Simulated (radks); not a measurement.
Values are calculated unless marked as measured or tabulated.
Species: Ba2+. Configuration: [Kr] 4d10 5s2 5p5.75 6s0.25 (fractional occupations, a model configuration).

Code: a radial shooting solver on a logarithmic mesh with Libxc functionals. Model: scalar-relativistic Kohn-Sham, AM05, spin-polarised, spherical densities, finite nucleus; open shells are filled with parallel spins first (spin-orbit coupling, left out, can overturn this in heavy ions); Fermi nuclear charge, rms radius 4.8378 fm.

Energy parts (eV):
total: -221187.77
kinetic: 233435.53
electron-nucleus: -534610.06
Hartree: 85186.32
exchange-correlation: -5199.56

Orbitals (lengths in bohr, moments of r in powers of bohr):
orbital  occ.  eigenvalue (eV)      <r^4>   <1/r>
1s up       1        -37233.70  2.079e-06   60.65
1s down     1        -37233.68  2.079e-06   60.65
2s up       1        -5898.141  0.0003475   13.95
2s down     1        -5898.130  0.0003475   13.95
2p up       3        -5292.501  0.0002528   13.27
2p down     3        -5292.486  0.0002528   13.27
3s up       1        -1255.599    0.01444   5.037
3s down     1        -1255.583    0.01444   5.037
3p up       3        -1061.418    0.01509   4.781
3p down     3        -1061.401    0.01509   4.781
3d up       5        -778.9015    0.01275   4.534
3d down     5        -778.8855    0.01275   4.534
4s up       1        -257.2180     0.3840   2.085
4s down     1        -257.1877     0.3839   2.085
4p up       3        -194.5218     0.5105   1.921
4p down     3        -194.4890     0.5102   1.921
4d up       5        -103.4609     0.9125   1.656
4d down     5        -103.4148     0.9106   1.656
5s up       1         -47.2293      12.88  0.8117
5s down     1         -47.0206      12.84  0.8122
5p up       3         -32.0154      24.14  0.6923
5p down  2.75         -31.7893      24.03  0.6930
6s up    0.25         -12.8828      415.3  0.3266
6s down     0         -12.6352      432.3  0.3238

The highest occupied level is 6s up at -12.883 eV. Summed over all electrons, <r^2> = 46.82 bohr^2, which gives a Langevin (diamagnetic) susceptibility term of -37.1 x 10^-6 cm^3/mol. The spin density at the nucleus is 5.469 e/bohr^3 (1s -0.046, 2s 0.018, 3s -0.001, 4s 0.022, 5s -0.246, 6s 5.721). Spin moment in Bohr magnetons: 0.5.
